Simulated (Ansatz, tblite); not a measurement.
Removing an electron: AsMe2(NMe2) (C4H12AsN). Charge 0, multiplicity 1. Geometry: r2SCAN-D4/def2-SVP. Ansatz, gas phase; energy differences of separate SCF runs; the oxidised species was run as a doublet alone.

```xyz
18

As   -0.896    0.576    0.570
C    -1.064   -1.096    1.594
H    -1.851   -1.739    1.175
H    -1.344   -0.846    2.629
H    -0.101   -1.629    1.587
C     0.550    1.322    1.676
H     1.412    0.639    1.666
H     0.177    1.437    2.706
H     0.854    2.314    1.312
N     0.253   -0.147   -0.771
C     0.914    0.882   -1.554
C    -0.432   -1.090   -1.637
H     1.656    0.410   -2.223
H     1.462    1.578   -0.899
H     0.228    1.481   -2.196
H    -0.910   -1.886   -1.045
H    -1.211   -0.631   -2.289
H     0.304   -1.575   -2.303
```

The xTB rows come from tblite.

Question: Estimate orbital energies and vertical ionisation energies at: GFN1-xTB; GFN2-xTB; HF/def2-TZVP; PBE-D4/def2-TZVP; PBE0-D4/def2-TZVP.

Answer: 
| level | −HOMO (eV) | vertical IE (eV) | −LUMO (eV) | HOMO–LUMO gap (eV) |
| --- | --- | --- | --- | --- |
| GFN1-xTB | 10.24 | 13.35 | 5.56 | 4.69 |
| GFN2-xTB | 9.15 | 12.18 | 3.87 | 5.28 |
| HF/def2-TZVP | 8.45 | 6.59 | -3.72 | 12.17 |
| PBE-D4/def2-TZVP | 4.54 | 7.36 | 0.26 | 4.28 |
| PBE0-D4/def2-TZVP | 5.72 | 7.50 | -0.63 | 6.34 |

Relaxing the oxidised species (r2SCAN-D4/def2-SVP) changes its energy by -0.40 eV at PBE-D4/def2-TZVP, so the adiabatic ionisation energy to this nearest minimum is 6.96 eV. At PBE0-D4/def2-TZVP it is 7.06 eV.   Raw xTB energy differences between charge states are shifted by several eV; the methods need an empirical correction for them.
